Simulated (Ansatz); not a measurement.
Basis-set extrapolation for CH4BCl3Si, SMILES `CB[Si](Cl)(Cl)Cl` (PBE0-D4/def2-TZVP geometry, frozen core, the Gaussian-basis code of Ansatz). Multiplicity 1, RHF reference.

```json
{"": "HF", "def2-TZVPP": "-1732.539201", "def2-QZVPP": "-1732.589019"}
{"": "MP2 correlation", "def2-TZVPP": "-0.950054", "def2-QZVPP": "-1.036884"}
{"": "CCSD(T) correlation", "def2-TZVPP": "-1.068192", "def2-QZVPP": "not run"}
```

Energies in hartree. Use E(X) = E(∞) + A·exp(−7.88·√X) for Hartree–Fock and E(X) = E(∞) + B·X^(−2.97) for correlation, with X = 3 and 4, and add CCSD(T) minus MP2 of the smaller set to the MP2 limit.

Problem. What is the CCSD(T) energy at the basis-set limit?

Solution. HF limit: -1732.589019 + (-0.049818) × 0.13774 = -1732.59588. MP2 limit: -1.036884 + (-0.086830) × 0.74074 = -1.10120. Higher-order term: -1.068192 − (-0.950054) = -0.11814. Total: -1733.81522 hartree, 5.66 eV below CCSD(T)/def2-TZVPP.
